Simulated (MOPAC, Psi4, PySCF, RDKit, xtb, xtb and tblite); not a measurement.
Two geometries of C5H10GeOSi, SMILES [GeH3][CH2][SiH2]c1ccco1, relaxed at GFN2-xTB with one dihedral held; other torsions can differ between them too.

Structure A

```
18

Ge     2.1315     1.1425     0.0441
C      2.0128    -0.7990    -0.3048
Si     0.3728    -1.3903    -1.0494
C     -0.9748    -0.4577    -0.1403
C     -2.3188    -0.6454     0.0365
C     -2.7847     0.4341     0.8203
C     -1.6922     1.2081     1.0686
O     -0.6052     0.6786     0.4960
H      1.7434     1.5275     1.4343
H      3.5770     1.5557    -0.0940
H      1.3744     1.9806    -0.9343
H      2.2026    -1.3195     0.6339
H      2.8266    -1.0727    -0.9758
H      0.3076    -1.0681    -2.4820
H      0.1765    -2.8317    -0.8504
H     -2.8984    -1.4597    -0.3482
H     -3.7877     0.6091     1.1526
H     -1.5672     2.1209     1.6174
```

Structure B

```
18

Ge     2.2781     1.1568    -0.1680
C      1.9924    -0.7827    -0.2922
Si     0.3382    -1.2656    -1.0978
C     -1.0453    -0.4556    -0.1304
C     -1.2549    -0.2361     1.2054
C     -2.4861     0.4453     1.3204
C     -2.9422     0.5954     0.0460
O     -2.0852     0.0585    -0.8307
H      1.2622     1.8259     0.6994
H      3.6264     1.4664     0.4171
H      2.2278     1.8151    -1.5098
H      2.0511    -1.2064     0.7100
H      2.8092    -1.2217    -0.8641
H      0.2681    -0.7846    -2.4807
H      0.2004    -2.7307    -1.0582
H     -0.6042    -0.5290     2.0051
H     -2.9636     0.7777     2.2196
H     -3.8287     1.0536    -0.3471
```

Task: Which is lower in energy at the level B3LYP-D3(BJ)/def2-SVP // GFN2-xTB in Psi4, and by how much?

Result: B is lower, by 4.85 kJ/mol (dihedral C2–Si3–C4–O8: 20° in A, 140° in B).

E(B) − E(A) in kJ/mol at the other levels, on the same two geometries: GFN2-xTB (xtb and tblite) 15.57; B3LYP/def2-SVP // GFN2-xTB (Psi4) -7.40; PBE/def2-SVP // GFN2-xTB (Psi4) -7.35; PBE-D3(BJ)/def2-SVP // GFN2-xTB (Psi4) -6.05; UFF // GFN2-xTB (RDKit) -34.85; PM7, restricted, heats of formation // GFN2-xTB (MOPAC) -3.50; PM3, restricted, heats of formation // GFN2-xTB (MOPAC) -19.17; GFN1-xTB // GFN2-xTB (xtb) 14.17; restricted B3LYP/6-31G*, spherical d, density fitting // GFN2-xTB (PySCF) -9.67; restricted Hartree-Fock/STO-3G // GFN2-xTB (PySCF) -8.91; restricted B3LYP/LANL2DZ, with its core potentials past Ne // GFN2-xTB (PySCF) -7.57.
